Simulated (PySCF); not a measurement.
**Correlation energy of Hg (mercury, neutral)**

[Xe] 4f14 5d10 6s2, closed-shell 1S. All numbers are calculated (PySCF 2.14, scalar relativity by spin-free X2C-1e, in x2c-TZVPPall). Frozen: [Xe] 4f14; 12 electrons correlated.

```tsv
level	correlation energy (mhartree)
CCSD	-389.36
(T)	-14.90
CCSD(T)	-404.26
```

Diagnostics: T1 = 0.016, D1 = 0.0515, largest double amplitude 0.054.

Cost of the coupled-cluster step: roughly 4 core-seconds, for 12 correlated electrons.
